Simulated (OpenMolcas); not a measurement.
## Lines of F⁺: computed and rescaled rates

```json
{"Program": "OpenMolcas", "Method": "SS-CASPT2, IPEA 0.25 Eh, imaginary shift 0.1 Eh (closed shells correlated: 1s)", "Basis": "ANO-RCC-VTZP [4s3p2d1f]", "Scalar Hamiltonian": "DKH2, point nucleus", "Active space": "6 electrons in 8 orbitals (2s 2p 3s 3p)", "State averaging": "2S+1 = 3 even, 3 roots; 2S+1 = 1 even, 6 roots; 2S+1 = 3 odd, 3 roots; 2S+1 = 1 odd, 3 roots", "Spin-orbit coupling": "RASSI with atomic mean-field integrals over the reference wave functions, term energies averaged over their components"}
```

Rates come from the transition moments of the reference wave functions (E1 and E2 in the length form). At fixed line strength A goes as λ^-3 for E1 and M1 and as λ^-5 for E2, so a rate at the computed wavelength can be rescaled to the measured one. Measured vacuum wavelengths follow from level energies in NIST Handbook of Basic Atomic Spectroscopic Data. Branching counts decays inside the model space alone, at computed energies, and the table is only a selection of the E1 lines, drawn from those between levels with measured partners whose computed energy lies within a factor of 1.5 of the measured one.

| Upper | Lower | Type | λ computed (nm) | λ measured (nm) | A computed (s-1) | A rescaled (s-1) | Branching % |
| --- | --- | --- | --- | --- | --- | --- | --- |
| 2s 2p⁵ ³P°₀ | 2s² 2p⁴ ³P₁ | E1 | 59.88 | 60.63 | 6.45e+09 | 6.21e+09 | 100.0 |
| 2s 2p⁵ ³P°₂ | 2s² 2p⁴ ³P₂ | E1 | 59.93 | 60.68 | 4.82e+09 | 4.64e+09 | 75.1 |
| 2s 2p⁵ ³P°₁ | 2s² 2p⁴ ³P₂ | E1 | 59.82 | 60.57 | 2.69e+09 | 2.59e+09 | 41.8 |
| 2s 2p⁵ ³P°₁ | 2s² 2p⁴ ³P₀ | E1 | 59.99 | 60.75 | 2.14e+09 | 2.06e+09 | 33.2 |
| 2s 2p⁵ ³P°₁ | 2s² 2p⁴ ³P₁ | E1 | 59.93 | 60.69 | 1.61e+09 | 1.55e+09 | 25.0 |
| 2s 2p⁵ ³P°₂ | 2s² 2p⁴ ³P₁ | E1 | 60.04 | 60.81 | 1.60e+09 | 1.54e+09 | 24.9 |

The largest correction is for 2s 2p⁵ ³P°₂ → 2s² 2p⁴ ³P₁ (E1): 1.60e+09 × (60.04 / 60.81)^3 = 1.54e+09 s-1, a factor of 0.96.

The computed rate and branching of 2s 2p⁵ ³P°₀ → 2s² 2p⁴ ³P₁ give the upper level a radiative lifetime of 1.000 / 6.45e+09 s-1 = 1.55e-10 s, counting decays inside the model space alone. The rescaled rate gives about 1.6e-10 s.

No measured rate stands beside these. Rescaling mends the energy factor alone: line strengths can still be far off where a level mixes with configurations outside the active space, and weak or spin-changing lines hang on small mixing coefficients that depend on the term gaps too, so rescaling need not improve them.

Active for correlation alone: 3p 3s; no level in the range computed is led by a configuration that fills them, so any true level of that kind is missing. Measured partners are found by configuration, term and J. A level has none where our copy of the source lacks it or the pairing is in doubt (some pairs that miss far off the trend of their configuration count as doubtful). Levels of configurations outside the active space are missing.

° marks odd parity.
